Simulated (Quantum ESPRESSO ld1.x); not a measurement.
Problem. These are the eigenvalues of the occupied orbitals of an atom or ion with whole-number occupations (eV). All-electron calculation, scalar-relativistic Kohn-Sham, exchange-only LDA, spin-polarised, spherical densities, point nucleus. Program: ld1.x of Quantum ESPRESSO 7.5.

orbital  eigenvalue
1s up      -59243.0
1s down    -59243.0
2s up      -10000.2
2s down    -10000.1
2p up      -8833.30
2p down    -8833.28
3s up      -2251.02
3s down    -2250.55
3p up      -1897.74
3p down    -1897.27
3d up      -1460.76
3d down    -1460.40
4s up      -447.336
4s down    -446.392
4p up      -331.196
4p down    -330.266
4d up      -176.994
4d down    -176.080
5s up      -59.0945
5s down    -58.5717
5p up      -32.6224
5p down    -32.1213
6s up       -9.1189
4f up       -8.8909
4f down     -8.0523

Which element is it, and in what charge state? The configuration may be excited. Open shells, if any, are filled with parallel spins first.

Solution. Z = 69, thulium, charge +1: Tm+ in [Xe] 4f13 6s1. The list shows which subshells hold electrons but not how many an open one holds; the 1s level, -2177.1 hartree, gives Z - s = 66.0 by -(Z - s)^2/2, which with screening and relativity narrows Z to a few neighbours, and the depths of the outer levels then fix element, charge and occupations together.
